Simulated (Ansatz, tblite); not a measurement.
Cost and result up the ladder for `COc1ccc(-c2ccc(-c3ccc(-c4ccc(-c5ccc(-c6ccc(C(F)=C(F)F)cc6)cc5)cc4)cc3)cc2)cc1` (70 atoms). The state is a singlet with charge 0. Geometry: PBE-D4/def2-SVP.

Ansatz on 2 threads of AMD EPYC 7R13 on a shared host and a share (18 GiB) of an NVIDIA H100 80GB HBM3; xTB runs through tblite on one thread. Times are rough, summed over both states, and most runs start from the orbitals of an earlier one. PBE0-D4/def2-SVP serves as the yardstick here, not as an exact answer. The other state is a doublet.

The xTB rows come from tblite. Single mean-field runs in def2-SVP are fitted with def2-universal-jkfit.

Raw xTB energies of ions are shifted by several eV.

```tsv
level	functions	wall time	vertical IE (eV)	difference from PBE0-D4/def2-SVP (eV)
GFN2-xTB	199	0.64 s	11.29	4.55
GFN1-xTB	226	0.78 s	12.23	5.49
PBE-D4/def2-SVP	737	25 s	6.21	-0.53
PBE0-D4/def2-SVP	737	28 s	6.74	0.00
r2SCANh-D4/def2-SVP (with forces)	737	33 s	6.54	-0.20
```
